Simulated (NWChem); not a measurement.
System: C$_{2}$H$_{5}$N$_{3}$Si; SMILES N1[Si@@H](N)C=NC=1

Here is an NWChem input.

```
start job
memory heap 200 mb stack 900 mb global 1100 mb
geometry units angstroms noautoz
  N     -0.135741     2.127939    -0.555582
  Si     0.045197     0.712467     0.406721
  C     -1.275417    -0.637374     0.089216
  N     -0.693898    -1.747053    -0.207098
  C      0.766460    -1.558183    -0.218019
  N      1.342587    -0.449806     0.028984
  H      0.411137     2.951365    -0.332429
  H     -0.274198     2.049237    -1.556488
  H      0.172188     1.147308     1.817961
  H     -2.364800    -0.625949     0.143147
  H      1.313531    -2.472659    -0.459670
end
basis spherical
  * library def2-tzvp
end
dft
  xc xcamb88 1.00 lyp 0.81 vwn_5 0.19 hfexch 1.00
  cam 0.33 cam_alpha 0.19 cam_beta 0.46
  iterations 150
  semidirect filesize 400000000
  mulliken
end
task dft energy
```

Structure relaxed at the B3LYP/6-31G* (spherical d) level.

**Question.** Predict the main results of this run. (CAM-B3LYP/def2-TZVP.) Quantities: energy (Ha); highest occupied level (eV); orbital gap (eV); dipole (D).

**Answer.** 
```json
{
 "energy (Ha)": "-532.97",
 "highest occupied level (eV)": "-8.76",
 "orbital gap (eV)": "7.66",
 "dipole (D)": "2.37"
}
```
